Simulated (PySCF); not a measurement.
Fill in the blanks.

Compound: C5H5NS.
Bonds: C1–C2 (double), C2–C3, C3–C4 (aromatic), C4–N5 (aromatic), N5–C6 (aromatic), C6–S7 (aromatic), C3–S7 (aromatic). Hydrogens: H8, H9 on C1; H10 on C2; H11 on C4; H12 on C6.

Conformer (atom-mapped SMILES and torsion angles): `[CH2:1]=[CH:2][c:3]1[cH:4][n:5][cH:6][s:7]1`: C1–C2–C3–C4 180°.

```tsv
property	level	value
point group	PBE0-D3(BJ)/def2-SVP	?
rotational constants A, B, C	PBE0-D3(BJ)/def2-SVP	?
dipole moment	CAM-B3LYP/def2-SVPD	?
HOMO energy	CAM-B3LYP/def2-SVPD	-7.96 eV
LUMO energy	CAM-B3LYP/def2-SVPD	?
lowest singlet excitation	TDDFT CAM-B3LYP/def2-SVPD	4.78 eV (259 nm, f = 0.338)
static isotropic polarisability	CAM-B3LYP/def2-SVPD	85.8 au
electronic spatial extent ⟨r²⟩ about the centre of nuclear charge	CAM-B3LYP/def2-SVPD	846 bohr²
```

Gas-phase values; electronic properties from PySCF, density fitting. One conformer (not necessarily the lowest) at the PBE0-D3(BJ)/def2-SVP geometry, without solvent, vibrations or thermal averaging.

What are the rotational constants A, B, C?

5.161, 1.870, 1.373 GHz.

The dipole moment?

1.61 D.

What is the point group?

Cs.

The LUMO energy?

-0.58 eV.

The polarisability is 12.71 Å³ as a volume (1 au = 0.148185 Å³), or 1.48 au for each of the 58 electrons. The largest Löwdin shares of the HOMO are 0.20 on C1, 0.18 on C3, 0.17 on C4 and 0.14 on C6. With B = h/(8π²I), that is 505.379 GHz u Å² over I, the principal moments of inertia are 97.9, 270.2 and 368.2 u Å² (most abundant isotopes). In wavenumbers S1 is 38500 cm⁻¹ (1 eV = 8065.54 cm⁻¹). No computed singlet falls in the visible range (750 to 380 nm, 1.65 to 3.26 eV); S1 lies 1.52 eV above its blue end. The largest Löwdin shares of the LUMO are 0.16 on C6, 0.16 on C1, 0.15 on S7 and 0.12 on C3.
